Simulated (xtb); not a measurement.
BiI3, SMILES [I][Bi]([I])[I]. All values are semi-empirical tight-binding results from xtb (GFN2-xTB unless named), good for trends rather than for accurate numbers. The structure is a stationary point at GFN2-xTB. The isomer is the one that the SMILES or the coordinates give; other isomers of the formula were not compared.

For metal compounds this method's bond lengths and energies can be far off.

Computed properties:
```json
{
  "point_group_as_xtb_finds_it": "C3v",
  "orbital_gap": "5.11 eV",
  "zero_point_energy": "1.1 kcal/mol",
  "G − E(el) at 298.15 K (modified RRHO)": "-22.4 kcal/mol"
}
```
